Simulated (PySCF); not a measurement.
A structure optimised at PBE-D3(BJ)/def2-SVP, used in a PySCF frequency run:

```
C
C 1 1.3589
O 1 1.3662 2 125.71
H 2 1.0983 1 118.32 3 180.00
H 2 1.0996 4 117.58 1 -180.00
C 3 1.4127 1 117.41 2 0.00
H 6 1.1059 3 106.90 1 180.00
H 6 1.1145 7 109.25 3 -120.95
H 6 1.1145 7 109.25 8 -118.09
B 1 1.5725 2 121.60 4 0.00
F 10 1.3459 1 120.39 2 180.00
O 10 1.3610 11 119.53 1 180.00
H 12 0.9749 10 111.53 11 0.00
```
Charge 0, spin multiplicity 1.

Q: Write its SMILES, formula and point group.

A: C=C(OC)B(O)F, C3H6BFO2, Cs

Q: What are its rotational constants (standard atomic weights)?

A: 4.7086, 1.7900, 1.3080 GHz
